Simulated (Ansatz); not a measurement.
Reactions of dimethylamine.

Isolated molecules relaxed with PBE0-D4/def2-TZVP in Ansatz; ΔE leaves out vibrations. CCSD(T)/CBS adds triple-zeta CCSD(T) − MP2 to the extrapolated MP2 energy (def2 sets, frozen cores). This one scheme is used for every species, atoms too. Open shells (•) are unrestricted, without spin–orbit coupling. Spin–orbit coupling would lower the free atoms: a little for F. Bonds to Ge are less sure, by a few kJ/mol each and by 10 to 20 or more in all where they break to atoms, as the def2 sets lack core-valence functions. Scalar relativity is left out up to krypton. One conformer a species, not always the lowest.

Q: Order these by ΔE at CCSD(T)/CBS, lowest first. (Best estimate.)
A. dimethylamine + `C[NH][GeH3]` → `C[N](C)[GeH3]` + CH₃NH₂
B. dimethylamine + F• → `C[N]C`• + H–F
C. dimethylamine + `C[CH]1[AlH][SiH2]1` → `C[C@H]1[AlH][Si@@H]1C` + CH₃NH₂
D. dimethylamine + `C[Si]S` → `C[Si]SC` + CH₃NH₂
E. dimethylamine + `[CH3]`• → `C[N]C`• + CH₄
F. dimethylamine + H• → `C[N]C`• + H₂

A: B (-165.9 kJ/mol), C (-67.1 kJ/mol), E (-42.2 kJ/mol), F (-30.6 kJ/mol), D (-19.7 kJ/mol), A (-1.4 kJ/mol).

Largest T1 diagnostic: 0.014, for `C[Si]S`.
